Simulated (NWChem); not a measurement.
Species: CH4BFO2; SMILES B(F)(CO)O

```xyz
9

O      0.1177     1.9500     0.1633
C     -0.7302     0.8598    -0.1048
B     -0.0417    -0.5504     0.0059
O     -0.7564    -1.6891     0.0648
F      1.2991    -0.6159     0.0005
H      0.9865     1.7423    -0.1954
H     -1.2031     0.9309    -1.1110
H     -1.5783     0.9007     0.6000
H     -0.2051    -2.4798     0.0924
```
Atoms are numbered in this order, from 1.

Level: PBE0/def2-SVP (NWChem), optimised geometry, unscaled harmonic frequencies. 

```json
[
 {"frequency (cm⁻¹)": "81", "IR intensity (km/mol)": "1.5"},
 {"frequency (cm⁻¹)": "181", "IR intensity (km/mol)": "21.6"},
 {"frequency (cm⁻¹)": "259", "IR intensity (km/mol)": "102.8"},
 {"frequency (cm⁻¹)": "391", "IR intensity (km/mol)": "13.4"},
 {"frequency (cm⁻¹)": "430", "IR intensity (km/mol)": "13.3"},
 {"frequency (cm⁻¹)": "542", "IR intensity (km/mol)": "20.6"},
 {"frequency (cm⁻¹)": "603", "IR intensity (km/mol)": "140.0"},
 {"frequency (cm⁻¹)": "765", "IR intensity (km/mol)": "40.2"},
 {"frequency (cm⁻¹)": "879", "IR intensity (km/mol)": "33.0"},
 {"frequency (cm⁻¹)": "990", "IR intensity (km/mol)": "109.9"},
 {"frequency (cm⁻¹)": "1121", "IR intensity (km/mol)": "79.1"},
 {"frequency (cm⁻¹)": "1198", "IR intensity (km/mol)": "2.6"},
 {"frequency (cm⁻¹)": "1266", "IR intensity (km/mol)": "33.9"},
 {"frequency (cm⁻¹)": "1349", "IR intensity (km/mol)": "84.2"},
 {"frequency (cm⁻¹)": "1396", "IR intensity (km/mol)": "312.7"},
 {"frequency (cm⁻¹)": "1451", "IR intensity (km/mol)": "59.2"},
 {"frequency (cm⁻¹)": "1494", "IR intensity (km/mol)": "130.8"},
 {"frequency (cm⁻¹)": "2964", "IR intensity (km/mol)": "46.2"},
 {"frequency (cm⁻¹)": "3096", "IR intensity (km/mol)": "13.3"},
 {"frequency (cm⁻¹)": "3885", "IR intensity (km/mol)": "44.2"},
 {"frequency (cm⁻¹)": "3891", "IR intensity (km/mol)": "94.8"}
]
```

| Item | Result |
|---|---|
| zero-point energy | 40.3 kcal/mol |
| thermal correction to the enthalpy at 298.15 K (with zero-point energy) | 44.6 kcal/mol |
| heat capacity Cv | 19.3 cal/(mol K) |
| entropy at 298.15 K and 1 atm (symmetry number 1) | 76.0 cal/(mol K) |
| dipole moment | 2.43 D |

Rigid rotor and harmonic oscillator; modes under 100 cm⁻¹ make the entropy uncertain.
